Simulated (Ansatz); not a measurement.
A made-up structure of BGeH3S, closed shell:

B1  (-0.581, -0.782, -0.148)
S2  (1.056, -1.241, 0.576)
Ge3  (0.085, 0.696, -0.045)
H4  (-1.476, -1.229, -0.462)
H5  (0.975, 1.133, -1.222)
H6  (-0.059, 1.424, 1.302)
(Å)

It is relaxed with PBE-D4/def2-SVP and then PBE0-D4/def2-TZVP (Ansatz 0.2.0). Atoms count as bonded within 1.22 times the sum of their covalent radii (H–H: 0.88 Å). The end point is not checked to be a true minimum.

(1) Does its bonding change? (Judge from chemistry; the calculation decides.)

## Answers

(1) Computed: No: no bond forms or breaks.

Where it ends: The first stage lowers the energy by 2.75 eV in 7 steps. It ends as BGeH₃S ([BH]1[S][GeH2]1):
```csv
atom,x (Å),y (Å),z (Å)
B1,-0.6727,-0.9916,-0.1611
S2,0.9018,-1.3005,0.5193
Ge3,0.1682,0.8228,-0.0260
H4,-1.6164,-1.6356,-0.4732
H5,1.0879,1.4177,-1.0978
H6,0.1312,1.6872,1.2389
```

Labels in which every atom is bracketed show which atoms are joined, not bond orders.

For scale, one of the runs: PBE0-D4/def2-TZVP relaxation, 134 basis functions, launched by `ansatz run in.yaml --threads 2 --pin off --events-out ev --progress --plain --max-ram 4352MiB`. The run took about 24 s on 2 CPU threads of an Arm Neoverse V1 (shared host).
